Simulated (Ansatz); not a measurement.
The cluster Si₉⁺, relaxed as a doublet with UKS PBE-D4/def2-SVP in Ansatz, starting from the GFN2-xTB geometry. Force threshold 0.03 eV/Å.

The relaxation made no stability test and no search for a lower SCF solution. Another isomer (quartet) lies 1.23 eV lower at PBE0-D4/def2-TZVP; other spin states weren't run for this one.

Start:

Cartesian coordinates in Å:
```
Si -2.729 0.222 1.947
Si 1.988 -0.913 -2.447
Si -0.004 -1.890 -2.476
Si -1.032 1.484 2.625
Si 2.678 1.718 0.626
Si -1.973 -1.982 -1.460
Si 3.127 0.535 -1.201
Si -3.093 -1.236 0.307
Si 1.038 2.062 2.080
```

**Question.** Estimate the energy that the relaxation releases and the steps that it takes.

**Answer.** 155.8 kcal/mol, in 30 steps; 1.8 min on 4 threads of Arm Neoverse V2 on a shared host. No frequencies were taken in this run, so the end may be a saddle point.

**Question.** Does the start keep its bonding?

**Answer.** Bonds formed: Si1–Si6, Si2–Si5, Si3–Si9, Si4–Si5, Si4–Si6 (atoms count from 1).

**Question.** Predict the relaxed structure.

**Answer.** 
```xyz
9

Si   -2.7038    0.6737    0.7874
Si    1.4589   -0.5642   -1.7483
Si    0.9449   -1.4253    0.3936
Si   -0.4409    0.7274    1.2394
Si    1.5956    1.1628   -0.0518
Si   -1.3512   -1.1373   -0.1010
Si    2.4541    1.5141   -2.1870
Si   -3.5966   -1.1071   -0.4858
Si    1.6389    0.1561    2.1536
```
Bond lengths: 14 × Si–Si 2.28 to 2.47 Å.
